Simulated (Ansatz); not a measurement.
Consider the substitution at a C–Ge bond: `C[O][GeH2][CH3]` + `N#CO` → `COC#N` + `C[O][GeH3]`.

Computed with Ansatz on PBE0-D4/def2-TZVP structures; ΔE is electronic, products minus reactants. CCSD(T)/CBS adds triple-zeta CCSD(T) − MP2 to the extrapolated MP2 energy (def2 sets, frozen cores). This one scheme is used for every species. DFT in def2-TZVPP. HSE06 is defined as in plane-wave codes. For Ge outer-core shells are correlated without core-valence functions, which leaves a few kJ/mol of doubt a bond. Scalar relativity is left out up to krypton. One conformer a species, not always the lowest.

Question: Is it downhill or uphill in electronic energy at CCSD(T)/CBS, and by how much? (Best estimate.)

Answer: The calculation gave: Uphill: ΔE = +0.84 eV.

Question: What do these levels give: ωB97X-V, HSE06, CAM-B3LYP, HF/def2-SVP, HF/CBS(def2), MP2/CBS(def2)? (Best estimate.)

Answer: The calculation gave: ωB97X-V 0.75, HSE06 0.79, CAM-B3LYP 0.71, HF/def2-SVP 0.58, HF/CBS(def2) 0.62, MP2/CBS(def2) 0.90 eV.

Largest T1 diagnostic among the species: 0.014.

Leaving LDA and LC-ωPBE aside and taking each functional with its dispersion term where it has one, the values, not all of them listed here, spread over 0.13 eV, from BLYP-D4 to PBE-QIDH. At CCSD(T), def2-SVP lies −0.17 eV from the extrapolated value and def2-TZVPP −0.03 eV. In def2-TZVPP, CCSD(T) changes the Hartree–Fock value by +0.18 eV (the triples alone add +0.00 eV) and MP2 by +0.24 eV.
